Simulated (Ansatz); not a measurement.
`C/N=C\C=N\C` + H₂Se → `C/N=C/[SeH]` + `C=NC`  (substitution at a C–C bond)

Isolated molecules relaxed with PBE0-D4/def2-TZVP in Ansatz; ΔE leaves out vibrations. CCSD(T)/CBS adds triple-zeta CCSD(T) − MP2 to the extrapolated MP2 energy (def2 sets, frozen cores). Double bonds are as drawn, so ΔE can hold a change between cis and trans. Functionals use def2-TZVPP. For Se outer-core shells are correlated without core-valence functions, which leaves a few kJ/mol of doubt a bond. Scalar relativity is left out up to krypton. Each species was taken in one conformer, which may not be the lowest.

```
             level  ΔE (kJ/mol)
            PBE-D4         13.1
           ωB97M-V         15.2
CCSD(T)/def2-TZVPP         14.9
     MP2/CBS(def2)         12.5
```

Task: What does CCSD(T)/CBS give? (Best estimate.)

Result: Ansatz gave: +15.9 kJ/mol. The listed levels differ from it by -2.8, -0.7, -1.0, -3.4 kJ/mol.

Largest T1 diagnostic among the species: 0.012.

From PBE to PBE0 (25 % exact exchange), in def2-TZVPP and without D4, ΔE moves by +3.7 kJ/mol. In def2-TZVPP, CCSD(T) changes the Hartree–Fock value by −3.8 kJ/mol (the triples alone add −0.0 kJ/mol) and MP2 by −7.2 kJ/mol.
